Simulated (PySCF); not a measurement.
Screening by computed properties: pick the candidate that meets the target.

Each SMILES stands for a single optimised conformer of the isolated species, non-relativistic unless stated. Electronic properties by PySCF.

The conformers computed, where there is a choice (atom-mapped SMILES and torsion angles):
- `[CH3:1][c:2]1[cH:3][c:4]([N:5]([SiH3:6])[SiH3:7])[o:8][n:9]1`: C3–C4–N5–Si6 180°
- `[CH3:1][CH2:2][O+:3]([CH2:4][CH3:5])[Al-:6]([Cl:7])([Cl:8])[Cl:9]`: C1–C2–O3–C4 90°, C2–O3–C4–C5 89°, C2–O3–Al6–Cl7 -18°
- `[CH3:1][S:2][BH2-:3][PH3+:4]`: C1–S2–B3–P4 85°
- `[F:1][C:2]([F:3])([F:4])[C:5]([F:6])([F:7])[GeH3:8]`: F1–C2–C5–F6 -179°

The conformers of `C=N[SiH]1SCCS1` aren't listed.

(1) Wanted: HOMO energy above -8 eV (CAM-B3LYP/def2-SVPD) and vertical ionisation energy below 8.2 eV (ΔSCF CAM-B3LYP/def2-SVPD), at PBE0-D3(BJ)/def2-SVP geometries. Which candidate meets both?
A. `CC[O+](CC)[Al-]([Cl])([Cl])[Cl]`
B. `C=N[SiH]1SCCS1`
C. `CS[BH2-][PH3+]`
D. `Cc1cc(N([SiH3])[SiH3])on1`

(2) Wanted: electronic spatial extent ⟨r²⟩ about the centre of nuclear charge above 2100 bohr² (CAM-B3LYP/def2-SVPD) and dipole moment above 2.7 D (CAM-B3LYP/def2-SVPD), at PBE0-D3(BJ)/def2-SVP geometries. Which candidate meets both?
A. `CS[BH2-][PH3+]`
B. `CC1=NOC(N([SiH3])[SiH3])=C1`
C. `FC(F)(F)[C](F)(F)[GeH3]`
D. `CC[O+](CC)[Al-]([Cl])([Cl])[Cl]`

(3) Wanted: lowest triplet excitation (Tamm–Dancoff) above 4 eV (TDA CAM-B3LYP/def2-SVPD) and HOMO–LUMO gap below 8.1 eV (CAM-B3LYP/def2-SVPD), at PBE0-D3(BJ)/def2-SVP geometries. Which candidate meets both?
A. `Cc1cc(N([SiH3])[SiH3])on1`
B. `CS[BH2-][PH3+]`
C. `CC[O+](CC)[Al-]([Cl])([Cl])[Cl]`
D. `C=N[SiH]1SCCS1`

Answers

(1) C. Computed values:
| species | HOMO energy | vertical ionisation energy |
| --- | --- | --- |
| CC[O+](CC)[Al-]([Cl])([Cl])[Cl] | -9.84 eV | 10.70 eV |
| C=N[SiH]1SCCS1 | -8.32 eV | 9.06 eV |
| Cc1cc(N([SiH3])[SiH3])on1 | -7.81 eV | 8.34 eV |
| CS[BH2-][PH3+] | -7.30 eV | 8.10 eV |

(2) D. Computed values:
```
                        species  electronic spatial extent ⟨r²⟩ about the centre of nuclear charge  dipole moment
                 CS[BH2-][PH3+]                                                          650 bohr²         4.42 D
        FC(F)(F)[C](F)(F)[GeH3]                                                         1244 bohr²         2.38 D
    CC1=NOC(N([SiH3])[SiH3])=C1                                                         1987 bohr²         3.09 D
CC[O+](CC)[Al-]([Cl])([Cl])[Cl]                                                         2302 bohr²         6.92 D
```

(3) B. Computed values:
```csv
species,lowest triplet excitation (Tamm–Dancoff),HOMO–LUMO gap
C=N[SiH]1SCCS1,3.48 eV,8.26 eV
Cc1cc(N([SiH3])[SiH3])on1,4.19 eV,8.61 eV
CS[BH2-][PH3+],5.03 eV,8.02 eV
CC[O+](CC)[Al-]([Cl])([Cl])[Cl],7.40 eV,10.41 eV
```
